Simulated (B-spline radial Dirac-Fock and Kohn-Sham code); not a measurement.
Satellites and hypersatellites of the K lines of Au³⁹⁺

System: gold as Au³⁹⁺ in the configuration [Kr] 4d4.

Input of the calculation (task.json; shells as n, l, electrons):

```json
{"items": [{
  "Z": 79,
  "q": 39,
  "cfg": [[1, 0, 2], [2, 0, 2], [2, 1, 6], [3, 0, 2], [3, 1, 6], [3, 2, 10], [4, 0, 2], [4, 1, 6], [4, 2, 4]],
  "A": 197,
  "rrms": 5.4371,
  "do": ["binding", "quiet", "double"]
}]}
```

Launch: `python xray_run.py task.json out`

The computed values come from a B-spline atomic structure program: ΔSCF Dirac-Fock with Breit, self-energy and vacuum polarisation, finite nucleus, configuration average. Each two-hole energy is an average over J within one jj subconfiguration, not an observable level; in light atoms, where LS coupling holds, the j-resolved values are not observed lines, and for a K spectator the Kα1 hypersatellite is nearly forbidden. Correlation energy is missing from these numbers.

Lines without a spectator: Kα2 (K-L2) 66981.5 eV, Kα1 (K-L3) 68796.6 eV, Kβ3 (K-M2) 77605.4 eV, Kβ1 (K-M3) 78020.6 eV. Shifts in eV with one spectator hole (a dash: not computed, or left out as unreliable):

```
spectator hole      Kα2      Kα1      Kβ3      Kβ1
        K (1s)  +1085.5  +1180.6  +1412.0  +1435.2
    L2 (2p1/2)   +142.5   +195.6        –   +366.2
    L3 (2p3/2)   +100.4   +113.1   +264.0        –
    M2 (3p1/2)        –    +32.6    +63.7    +75.8
    M3 (3p3/2)   +16.47        –    +52.6    +54.4
    M4 (3d3/2)    +5.56    +2.27        –        –
    M5 (3d5/2)    -0.36    +4.37        –        –
```
